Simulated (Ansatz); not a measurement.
`[Br][AlH][Br]` + H₂ → `[AlH2][Br]` + HBr at 400 K and 1 bar (hydrogenolysis of the Al–Br bond).

Gas-phase electronic energies from Ansatz, PBE0-D4/def2-TZVP geometries. CCSD(T)/CBS adds triple-zeta CCSD(T) − MP2 to the extrapolated MP2 energy (def2 sets, frozen cores). This one scheme is used for every species. For Br outer-core shells are correlated without core-valence functions, which leaves a few kJ/mol of doubt a bond. Scalar relativity is left out up to krypton.

```csv
species,CCSD(T)/CBS energy (Eh),H − E (kJ/mol),S (J/(mol·K))
`[Br][AlH][Br]`,-5389.38299,45.2,331.3
H₂,-1.17544,38.0,139.0
`[AlH2][Br]`,-2816.58301,54.6,281.1
HBr,-2573.91920,27.6,207.2
```

H − E and S are ideal-gas, rigid-rotor, harmonic terms from PBE0-D4/def2-TZVP. The MP2-based limit puts H₂ 0.8 mEh under its directly extrapolated value; such offsets cancel only in part. 1 Eh = 2625.50 kJ/mol, R = 8.31446 J/(mol·K).

Problem. By hand: ΔE, ΔH, ΔS and ΔG.

Solution. ΔE = (-2816.58301) + (-2573.91920) − (-5389.38299) − (-1.17544) = 0.05622 Eh = 147.6 kJ/mol. Δ(H − E) = 54.6 + 27.6 − 45.2 − 38.0 = -1.0, so ΔH = 146.6 kJ/mol. ΔS = 281.1 + 207.2 − 331.3 − 139.0 = 18.0 J/(mol·K). ΔG = 146.6 − 400 × (18.0)/1000 = 139.4 kJ/mol.

Problem. By hand: the equilibrium constant, and the temperature at which ΔG would vanish if ΔH and ΔS stayed fixed.

Solution. log₁₀ K = −ΔG/(RT ln 10) = -18.2. ΔG = 0 at ΔH/ΔS = 8144 K, far beyond where these terms or the molecules hold.

ΔH outweighs TΔS. A doubt of 5 kJ/mol in ΔE shifts log₁₀ K by 0.7 here. These are equilibria of isolated gas molecules and say nothing of rates. Largest T1 diagnostic: 0.007 (customary marks: 0.02 for closed shells, 0.045 for open ones).
